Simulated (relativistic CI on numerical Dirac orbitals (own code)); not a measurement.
**Hyperfine structure of Tl LXXVIII, mass number 203**

Method of calculation: Dirac-Coulomb-Breit CI, separate exchange-only KLI orbitals for each configuration, model QED (radiative potential, 1s self-energy scaled to tabulated hydrogen-like ionisation energies), unscaled Slater integrals (own radial code, finite nucleus).

Configurations in the expansion (outside the closed core 1s2): 2s2, 2s.2p, 2p2, 2p.3s, 2p.3p, 2s.3s, 2s.3p, 2s.3d, 2s.4s, 2s.4p, 2s.4d, 2s.4f, 3s2, 3s.3p, 3p2. Levels of other configurations are missing.

Nuclear spin I = 1/2, μ = 1.616 μN (tables of Stone and Pyykkö). The electronic factors are computed for point nuclear moments, without core polarisation or the Bohr-Weisskopf and QED corrections.

```json
{"Level": "2s.2p 3P°_1", "E (eV)": "241.6", "A (GHz)": "80300"}
{"Level": "2s.2p 3P°_2", "E (eV)": "2450.3", "A (GHz)": "33150"}
{"Level": "2s.2p 1P°_1", "E (eV)": "2552.9", "A (GHz)": "-25420"}
{"Level": "2p2 3P_1", "E (eV)": "2764.9", "A (GHz)": "-5232"}
{"Level": "2p2 1D_2", "E (eV)": "2782.9", "A (GHz)": "12730"}
{"Level": "2p2 3P_2", "E (eV)": "5025.9", "A (GHz)": "3781"}
{"Level": "2s.3s 3S_1", "E (eV)": "13583.5", "A (GHz)": "78710"}
{"Level": "2s.3p 3P°_1", "E (eV)": "13677.4", "A (GHz)": "66820"}
```

Levels with J = 0, under 50 % of one LS term, or S terms without an open s electron are left out. Small factors come from cancelling terms and can be off by tens of per cent or more.

At this charge energies of transitions that change n are usually good to better than 1 %, and those within a shell (Δn = 0) to a few per cent.

Task: Give the hyperfine levels of 2s.2p 3P°_1 relative to its centre of gravity.

Result: With K = F(F + 1) − I(I + 1) − J(J + 1), E = AK/2: F = 1/2: -80300, F = 3/2: 40150 GHz.

LS names give the leading component of a level, which can be under half, so a name can repeat, a term be missing and a line seem to break the LS rules.
